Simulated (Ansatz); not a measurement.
The first iterations of a band of BH5O2Si (9 atoms, charge 0, multiplicity 1).

These are results of Ansatz 0.2.0, RKS B3LYP/def2-SVP, not measurements.

```yaml
movable_images: 5
climbing_image: yes
spring: 5.0 eV/Å²
optimiser: quadratic models (default)
start_path: straight line
force_threshold: 0.05 eV/Å
iteration_limit: 60
end_points: relaxed
```

First end point:

```xyz
9
Properties=species:S:1:pos:R:3
B -1.675 0.550 0.488
O -0.502 0.587 -0.178
Si 0.998 -0.148 0.040
O 1.273 -1.245 -1.169
H -1.778 -0.086 1.517
H -2.610 1.167 0.032
H 1.989 0.959 0.015
H 1.007 -0.912 1.308
H 1.386 -0.918 -2.069
```

Last end point:

```xyz
9
Properties=species:S:1:pos:R:3
B -1.685 0.486 0.526
O -0.620 -0.328 0.370
Si 1.005 -0.087 0.001
O 1.345 -0.703 -1.497
H -2.761 -0.017 0.753
H -1.553 1.691 0.446
H 1.300 1.362 -0.066
H 1.760 -0.791 1.070
H 1.298 -1.659 -1.619
```

| iteration | highest image above the first end (eV) | largest band force component (eV/Å) |
| --- | --- | --- |
| 1 | 10.384 | 66.024 |
| 2 | 0.991 | 6.839 |
| 3 | 0.755 | 4.317 |
| 4 | 0.526 | 1.234 |
| 5 | 0.433 | 0.956 |
| 6 | 0.407 | 0.790 |
| 7 | 0.389 | 1.039 |
| 8 | 0.352 | 0.439 |
| 9 | 0.299 | 0.471 |
| 10 | 0.244 | 0.304 |
| 11 | 0.195 | 0.284 |
| 12 | 0.332 | 1.639 |
| 13 | 0.181 | 0.617 |

Task: Does the band converge within its limit, and where does its top end?

Result: It converged. It ended after 41 iterations with the highest image 0.116 eV above the first end. The profile has 2 maxima (images 2, 5) with wells between them (image 4): this band takes more than one step, which may be the mechanism or a detour left from its start path. Another band between the same ends (5 images) ends at a top of the same energy, where a vibrational analysis finds 2 clearly imaginary modes.

Time of the run: 9.9 min on 1 thread of Arm Neoverse V1, on a shared host, peak memory 0.26 GiB.
